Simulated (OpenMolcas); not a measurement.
An OpenMolcas run meant for Zr (ANO-R2, X2C; inactive shells 1s 2s 2p 3s 3p 3d 4s 4p; intended active space 4 electrons in 6 orbitals (4d 5s)). One step of its input:

```
&CASPT2
Multistate=15 1 2 3 4 5 6 7 8 9 10 11 12 13 14 15
Frozen=8 6
IPEA=-0.5
Imaginary=0.1
MaxIter=60
WThr=0.0 0.3 0.05
PrWF=0.5
NoMix
```

The run finished. Its levels beside those of a sound run (MS-CASPT2, IPEA 0.25 Eh, imaginary shift 0.1 Eh (closed shells correlated: 4s 4p)), in cm-1 above each run's lowest level:

```tsv
Level	This run	Usual run
4d2 5s2 3F2	0.0	0.0
4d2 5s2 3F3	459	482
4d2 5s2 3F4	1017	1043
4d2 5s2 3P0	1527	2081
4d2 5s2 3P1	1688	2232
4d2 5s2 3P2	1968	2374
4d3 5s 5F1	1659	2819
4d3 5s 5F2	1811	2969
4d3 5s 5F3	2033	3189
4d3 5s 5F4	2317	3474
4d2 5s2 1D2	6336	3678
4d3 5s 5F5	2650	3813
4d2 5s2 1G4	6056	6536
4d3 5s 5P1	7351	9903
```

Question: Which setting is unsound, and how much does it matter here?

Answer: The IPEA shift is negative. Against the sound run the excited levels shown move by 1000 cm-1 on average and by 2700 cm-1 at most.

CASPT2 does not keep the components of a term degenerate, so their means are used; among the terms shown or strongly mixed into the levels shown the widest spread is 4400 cm-1 (4d3 5s 5F, this run). Over all roots computed the reference weight is 0.70 to 0.84 in this run; the roots of lowest weight are the least certain, and an intruder state may touch them. Some high roots are left out of the spin-orbit mixing, which shifts the levels that they would mix with. Some levels mix across a computed gap that differs much from the measured one, so their mixing is not that of the real levels. Configurations are named by rounded mean occupations; where the s occupation lies near a half they are strongly mixed, a name can repeat and a true partner stay unpaired. A single d shell beside an s shell can misplace configurations of different d count against each other. Some terms miss by over 15 % even with CASPT2, which points to a basis or an active space too small for the shells correlated. The CASPT2 spread within a term exceeds the gap to the next term for 4d2 5s2 3P and 4d3 5s 5F, 4d3 5s 5F and 4d2 5s2 1D, so the order of their levels is uncertain, and so are names and mixing where such terms share a J (figures for the sound run; the like holds for this run). Only configurations of the active space appear.
